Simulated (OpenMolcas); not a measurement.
# V III: effect of the active space

* Program: OpenMolcas 26.06
* Method: MS-CASPT2, IPEA 0.25 Eh, imaginary shift 0.1 Eh
* Basis: ANO-R3
* Scalar Hamiltonian: X2C, finite nucleus
* Spin-orbit coupling: RASSI with atomic mean-field integrals over the reference wave functions, term energies averaged over their components

A. 3 electrons in 5 orbitals (3d); 2S+1 = 4 even, 10 roots; 2S+1 = 2 even, 40 roots; closed shells correlated: 3s 3p; CASPT2 step roughly 24 core-seconds
B. 3 electrons in 6 orbitals (3d 4s); 2S+1 = 4 even, 20 roots; 2S+1 = 2 even, 64 roots kept (CI in the orbitals of an earlier block); closed shells correlated: 3s 3p; CASPT2 step roughly 80 core-seconds

Energies in eV above 3d³ ⁴F_3/2, the measured ground level; measured values from Sugar and Corliss, J. Phys. Chem. Ref. Data 7, 1191 (1978).

```json
{"Level": "3d³ ⁴F_3/2", "A": "0.0000", "B": "0.0000", "Measured": "0.0000"}
{"Level": "3d³ ⁴F_5/2", "A": "0.0193", "B": "0.0203", "Measured": "0.0180"}
{"Level": "3d³ ⁴F_7/2", "A": "0.0458", "B": "0.0481", "Measured": "0.0423"}
{"Level": "3d³ ⁴F_9/2", "A": "0.0789", "B": "0.0828", "Measured": "0.0724"}
{"Level": "3d³ ²G_7/2", "A": "1.393", "B": "1.440", "Measured": "1.4836"}
{"Level": "3d³ ²G_9/2", "A": "1.421", "B": "1.470", "Measured": "1.5110"}
{"Level": "3d³ ⁴P_1/2", "A": "1.465", "B": "1.438", "Measured": "1.4275"}
{"Level": "3d³ ⁴P_3/2", "A": "1.473", "B": "1.446", "Measured": "1.4372"}
{"Level": "3d³ ⁴P_5/2", "A": "1.496", "B": "1.470", "Measured": "1.4593"}
{"Level": "3d³ ²P_1/2", "A": "1.854", "B": "1.870", "Measured": "1.9316"}
{"Level": "3d³ ²P_3/2", "A": "1.856", "B": "1.873", "Measured": "1.9280"}
{"Level": "3d³ ²D_3/2(1)", "A": "1.966", "B": "1.993", "Measured": "2.0247"}
{"Level": "3d³ ²D_5/2(1)", "A": "1.979", "B": "2.008", "Measured": "2.0302"}
{"Level": "3d³ ²H_9/2", "A": "2.040", "B": "2.056", "Measured": "2.0843"}
{"Level": "3d³ ²H_11/2", "A": "2.063", "B": "2.079", "Measured": "2.1050"}
{"Level": "3d³ ²F_7/2", "A": "3.410", "B": "3.404", "Measured": "3.4378"}
{"Level": "3d³ ²F_5/2", "A": "3.422", "B": "3.417", "Measured": "3.4526"}
{"Level": "3d³ ²D_5/2(2)", "A": "5.335", "B": "5.252", "Measured": "5.2405"}
{"Level": "3d³ ²D_3/2(2)", "A": "5.351", "B": "5.270", "Measured": "5.2534"}
```

Deviations, from unrounded energies. A percentage is the sum of absolute deviations over the sum of measured energies, with the sign that they share, or ± where signs differ.

```tsv
Against measurement	Levels	A	B
mean absolute deviation (cm-1)	18	400	200
fine structure of the ground term (%)	3	+8.5	+13.9
other terms of the ground configuration (%)	15	±2.4	±1.2
```

B lies closest to measurement on these levels. The largest miss of B in the table is 3d³ ²P_1/2, by -500 cm-1. The ranking rests on the paired levels alone, and a cruder setting can come out closer through cancelling errors.

The two smallest mean deviations differ by little beside CASPT2's spread within terms, so their order carries little weight.

Between A and B the level of the table that moves most is 3d³ ²D_5/2(2), by 670 cm-1 (lowest in B, highest in A). Moves below CASPT2's spread within the term are not significant.

CASPT2 does not keep the components of a term degenerate, so their means are used; among the terms shown or strongly mixed into the levels shown the widest spread is 980 cm-1 (3d³ ⁴F, A). Terms from blocks run as CI alone lack orbitals of their own (holds for B). The CASPT2 spread within a term exceeds the gap to the next term for 3d³ ²G and 3d³ ⁴P, so the order of their levels is uncertain (holds for B). Measured partners are found by configuration, term and J. A level has none where our copy of the source lacks it or the pairing is in doubt (some pairs that miss far off the trend of their configuration count as doubtful), and it then counts in no deviation. Levels of configurations outside the active space are missing. Levels that lie high or do not pair safely by name in every column are left out.

A number in round brackets counts repeated terms of one configuration in the order of the reference energies.
